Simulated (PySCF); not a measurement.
**What settings do to a single point of TlF3**

The sound run of TlF3 (singlet) uses PySCF 2.14.0, RKS PBE0, Tl def2-SVP with ECP60, F def2-SVP; non-relativistic Hamiltonian with scalar-relativistic core potentials where named; density fitting; no spin-orbit coupling, grid (50, 194), threshold 1e-8 Eh and 55 cycles, at the relaxed geometry:

```xyz
4

Tl    0.2712    0.0000    0.0000
F    -0.6057    0.0000    1.8078
F    -0.6057    0.0000   -1.8078
F     2.2896    0.0000    0.0000
```

There Tl1 has a Mulliken charge of 1.16 e and the dipole about the centre of mass is 0.68 D. Each run below changes one thing and starts from free metal ions and neutral atoms unless it says otherwise; with 55 cycles, smearing, a level shift and second-order steps follow where DIIS fails, and their cycles count. Energy shifts count from the sound run.

```
                change    outcome  cycles  energy shift (eV)  largest force component (eV/Å)  charge on Tl1 (e)  dipole about the centre of mass (D)
all coordinates × 0.94  converged       8               0.61                            3.73               1.23                                 0.67
         grid (30, 86)  converged       8               0.29                            0.66               1.16                                 0.65
```

Task: How does the run with this change end: start from the bare core Hamiltonian, limit 95 cycles?

Result: outcome converged, cycles 12, energy shift (eV) 0.0000, largest force component (eV/Å) 0.00, charge on Tl1 (e) 1.16, dipole about the centre of mass (D) 0.69.

Forces carry noise of the integration grid, about 0.01 to 0.03 eV/Å.
